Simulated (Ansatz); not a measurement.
Diphenyliodonium (C12H10I⁺) was relaxed with PBE-D4 (def2-SVP) in Ansatz in these states: charge +1 singlet, neutral doublet. The geometries follow in no particular order.

In the def2 sets I takes a core potential; there is no spin–orbit coupling.

A:

Cartesian coordinates in Å:
```
C 0.677 -1.278 2.716
C 0.271 -2.118 1.667
C -0.935 -1.879 0.989
C -1.730 -0.790 1.376
I -3.534 -0.396 0.331
C -0.561 0.685 -1.287
C -0.799 0.850 -2.642
C 0.306 1.230 -3.437
C 1.566 1.423 -2.846
C 1.745 1.240 -1.463
C 0.656 0.858 -0.649
C -1.341 0.061 2.423
C -0.130 -0.192 3.090
H 1.624 -1.470 3.242
H 0.900 -2.969 1.364
H -1.245 -2.530 0.159
H -1.794 0.696 -3.089
H 0.174 1.375 -4.522
H 2.422 1.719 -3.473
H 2.738 1.393 -1.008
H 0.781 0.703 0.435
H -1.970 0.914 2.713
H 0.179 0.473 3.912
```

B:

```xyz
23

C     0.9563    3.1258   -1.9090
C    -0.3879    2.9549   -1.5395
C    -0.9515    1.6693   -1.4761
C    -0.1161    0.5891   -1.7863
I    -0.9293   -1.3914   -1.6503
C    -0.6355   -1.7116    0.4523
C    -1.7502   -1.5981    1.2921
C    -1.5384   -1.7884    2.6688
C    -0.2544   -2.0764    3.1577
C     0.8376   -2.1803    2.2803
C     0.6591   -2.0047    0.8979
C     1.2272    0.7162   -2.1625
C     1.7589    2.0160   -2.2174
H     1.3834    4.1385   -1.9598
H    -1.0169    3.8266   -1.3035
H    -2.0053    1.5336   -1.1941
H    -2.7549   -1.3725    0.9066
H    -2.3937   -1.7116    3.3571
H    -0.1022   -2.2238    4.2373
H     1.8426   -2.4109    2.6650
H     1.5098   -2.0976    0.2078
H     1.8508   -0.1542   -2.4122
H     2.8106    2.1518   -2.5120
```

Task: Judge from the bond lengths which geometry belongs to which state (an estimate).

Result: A is the neutral doublet (I5–C6 3.553 Å, C4–I5 2.121 Å, C6–C7 1.385 Å); B is the charge +1 singlet (I5–C6 2.147 Å, C4–I5 2.145 Å, C6–C7 1.400 Å).

The neutral doublet has come apart into loosely held pieces.
